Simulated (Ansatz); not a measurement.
Relaxation of CH₆AsO (9 atoms, charge 1, multiplicity 1), to a largest force component of 0.02 eV/Å in at most 50 steps.

Level of theory: UKS PBE0-D4/def2-SVP (Ansatz).

```xyz
9
Properties=species:S:1:pos:R:3:forces:R:3
C -0.415 0.872 -0.777 -0.34 0.11 -0.25
O 0.564 0.008 -0.159 -0.08 -0.09 0.71
As 0.007 -0.932 1.573 -0.01 0.85 -0.05
H -0.012 1.216 -1.731 0.16 -0.01 -0.20
H -1.311 0.277 -0.959 -0.12 -0.20 -0.06
H -0.665 1.727 -0.146 0.05 0.14 0.27
H 1.376 0.521 -0.008 0.16 -0.13 -0.05
H -0.772 -1.911 0.758 -0.38 -0.35 -0.36
H 1.229 -1.779 1.449 0.56 -0.33 0.00
```

Problem. Where does it end, and by what steps?

Solution. The forces met the threshold. After 5 steps the energy has fallen by 0.064 eV; O2 moved furthest, 0.09 Å.

| step | energy less start (eV) | largest force component (eV/Å) | accepted |
| --- | --- | --- | --- |
| 0 | 0.0000 | 0.851 | yes |
| 1 | -0.0498 | 0.399 | yes |
| 2 | -0.0612 | 0.162 | yes |
| 3 | -0.0634 | 0.084 | yes |
| 4 | -0.0637 | 0.080 | yes |
| 5 | -0.0641 | 0.011 | yes |

```xyz
9
Properties=species:S:1:pos:R:3
C -0.438 0.890 -0.772
O 0.525 0.038 -0.083
As 0.006 -0.924 1.576
H 0.021 1.194 -1.721
H -1.318 0.267 -0.970
H -0.693 1.758 -0.151
H 1.406 0.448 -0.046
H -0.782 -1.910 0.719
H 1.274 -1.761 1.448
```

Time of the run: 15 s on 2 threads of Arm Neoverse V2, with other jobs on the host, peak memory 0.25 GiB.
